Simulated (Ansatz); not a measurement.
An input meant for Li₅H₅⁺ (charge 1, doublet).

```yaml
crystal:
  periodic: [false, false, false]
  atoms:
    - {symbol: Li, position_ang: [-0.162348, -0.326250, -0.128047]}
    - {symbol: Li, position_ang: [0.822180, 1.346218, -1.967258]}
    - {symbol: Li, position_ang: [0.959272, -1.911328, -1.444574]}
    - {symbol: Li, position_ang: [-1.553735, 1.123213, 1.718290]}
    - {symbol: Li, position_ang: [0.351741, -1.652865, 2.014201]}
    - {symbol: H, position_ang: [0.519526, -1.905390, 0.358357]}
    - {symbol: H, position_ang: [-1.076394, 1.631756, -0.331641]}
    - {symbol: H, position_ang: [-0.605646, -0.171770, 1.927961]}
    - {symbol: H, position_ang: [0.517091, -0.217778, -1.870573]}
    - {symbol: H, position_ang: [-0.031439, 1.787009, -0.191310]}
basis:
  gaussian: {orbitals: def2-mTZVPP}
total_charge: 1
magnetization: {spin_polarized: true, initial_magnetization: 1}
hamiltonian: {xc: {name: RPBE}}
scf: {omitted_lower_state_checks: [starts]}
relax: {f_tol: 0.0001, max_steps: 2}
output: {forces: true}
```

```sh
$ ansatz run in.yaml --threads 4 --pin off --events-out ev --progress --plain --max-ram 3916MiB
```

Task: Predict how Ansatz answers.

Result: The SCF steps converged, but the relaxation ran out of steps. The relaxation is allowed too few steps for its threshold.
```
Functional definition: RPBE
955 factors; their error is unknown
mean field evaluation 1: about -1096.3475 eV, gradient 2.0e1 eV
mean field evaluation 2: about -1098.3203 eV, gradient 1.3e1 eV
mean field evaluation 4: about -1100.2473 eV, gradient 4.4e-1 eV
mean field evaluation 8: about -1100.2431 eV, gradient 6.9e-2 eV
mean field -1100.24309249 eV, -40.4331878774 hartree, gradient 8.3e-5 eV, S^2 0.750876; 0 other end points of the search recorded, 0 dependent functions left out
reference -1100.24319429 eV, -40.4331916186 hartree; 10, 9 occupied and 70, 71 virtual orbitals, 955 factors
relax step   1: F+E_penalty+E_count = -1100.24309249 eV  Δ(F+E_penalty+E_count) = +0.000e0 eV  max|allowed force component| = 9.079e-1 eV/Å  Δτ_max = 0.0000 Å  (23 SCF iters, accepted)
955 factors; their error is unknown
mean field evaluation 16: about -1100.4482 eV, gradient 3.5e0 eV
mean field -1100.54702362 eV, -40.4443571404 hartree, gradient 1.1e-5 eV, S^2 0.750886; 0 other end points of the search recorded, 0 dependent functions left out
reference -1100.54712300 eV, -40.4443607925 hartree; 10, 9 occupied and 70, 71 virtual orbitals, 955 factors
relax step   2: F+E_penalty+E_count = -1100.54702362 eV  Δ(F+E_penalty+E_count) = -3.039e-1 eV  max|allowed force component| = 1.654e-1 eV/Å  Δτ_max = 0.1945 Å  (26 SCF iters, accepted)
Error: geometry relaxation did not converge after 2 steps: max|allowed force component| = 1.65e-1 eV/Å (threshold 1.0e-4). Raise `relax.max_steps` over both its present limit and 2, loosen `relax.f_tol`, or start from a geometry closer to equilibrium. Where this run's directory can be resumed (`checkpoint.write`), a resume goes on for up to `relax.max_steps` more
```
